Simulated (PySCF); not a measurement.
C5H5OS (doublet state).
Numbering: `[CH:1]#[C:2][CH:3][S:4][CH2:5][CH:6]=[O:7]` (hydrogens: H8 on C1; H9 on C3; H10, H11 on C5; H12 on C6)

Cartesian coordinates in Å at the GFN2-xTB level; atoms count from 1:
```
atom  x, y, z in Å
C1     3.3079    0.6821   -0.5737
C2     2.2507    0.2248   -0.1921
C3     1.0527   -0.2882    0.2127
S4    -0.0912   -0.8898   -0.9273
C5    -1.6437   -0.8161    0.0620
C6    -1.9662    0.6423    0.1538
O7    -1.7207    1.3290    1.1074
H8     4.2269    1.0842   -0.8773
H9     0.8118   -0.3889    1.2569
H10   -1.4609   -1.2667    1.0367
H11   -2.3825   -1.3757   -0.5064
H12   -2.3836    1.0624   -0.7788
```

The hyperfine couplings belong to this conformer and change with its torsions.

Method: UKS B3LYP, pcH-1 on C H O S, non-relativistic, mean-field spin-orbit, GIAO (PySCF 2.14.0). The structure is a single GFN2-xTB conformer in the gas phase; no vibrational or solvent corrections. The geometry wasn't refined by DFT: couplings that depend on bond lengths, twists or pyramidal angles can differ widely from those at the functional's own minimum. The SCF solution wasn't tested for stability.

Principal values of hyperfine tensors in MHz (contact, dipolar and spin–orbit terms together), for some of the nuclei:

```tsv
atom	isotope	A1	A2	A3
C3	13C	7.48	8.04	174.36
C2	13C	-75.52	-57.82	-36.74
H9	1H	-70.10	-46.24	-18.17
C1	13C	0.29	9.57	104.50
H8	1H	-52.72	-37.16	-17.23
C6	13C	7.23	7.61	12.48
H10	1H	6.58	7.04	12.36
C5	13C	1.75	2.40	5.48
```

Question: Give the isotropic coupling of each nucleus in MHz and in mT (g = 2.0048), and the anisotropic part.

Answer: a_iso = (A1 + A2 + A3)/3, Ti = Ai − a_iso; 1 mT corresponds to 28.060 MHz. The tensors hold a spin–orbit part: the run splits a_iso into a_FC + a_SO, and T includes its anisotropic share.

```tsv
atom	a_iso (MHz)	a_FC	a_SO	a_iso (mT)	T1	T2	T3
C3	63.30	63.07	0.22	2.256	-55.81	-55.25	111.07
C2	-56.69	-56.72	0.03	-2.020	-18.82	-1.13	19.95
H9	-44.84	-44.91	0.07	-1.598	-25.27	-1.40	26.67
C1	38.12	38.06	0.06	1.359	-37.83	-28.55	66.38
H8	-35.70	-35.74	0.04	-1.272	-17.02	-1.46	18.48
C6	9.10	9.11	-0.01	0.324	-1.87	-1.50	3.37
H10	8.66	8.65	0.01	0.309	-2.08	-1.62	3.70
C5	3.21	3.20	0.01	0.114	-1.46	-0.81	2.27
```

Question: What spin density at the nucleus of H8 lies behind its contact coupling (g_N = 5.58569)?

Answer: a_FC = (2μ0/3) gₑ μB g_N μN ρ(0)/(2S·h) = 800.24 MHz × g_N × ρ(0)/(2S), with ρ in bohr⁻³. With a_FC = -35.74 MHz and 2S = 1, ρ(0) = -0.007996 bohr⁻³. In magnitude that is 2.5 % of the 1/π = 0.318 of a free hydrogen atom.

Question: S4 (33S, g_N = 0.42921) isn't in the table. Its spin density at the nucleus is 0.02739 bohr⁻³. What is its contact coupling?

Answer: By the same relation, a_FC = 9.41 MHz. The spin–orbit term adds -0.33 MHz. Its full tensor has the principal values -9.44, -5.66, 42.34 MHz.

Question: Which nucleus of the table has the largest anisotropic coupling, and what is its form?

Answer: C3: -55.8, -55.3, 111.1 MHz (the dipolar term alone has -56.2, -55.0, 111.3), axial, in the ratio −1:−1:+2, the form that spin in one p orbital centred on that nucleus gives.

Question: In a single crystal, with the field along each principal axis of the tensor of C3 in turn, what first-order splitting does this nucleus give (isotropic g, quadrupole terms neglected)?

Answer: 2 lines (I = 1/2), spaced by |A_i|/(g × 13.996): 0.27, 0.29, 6.21 mT along the axes of A1, A2 and A3.
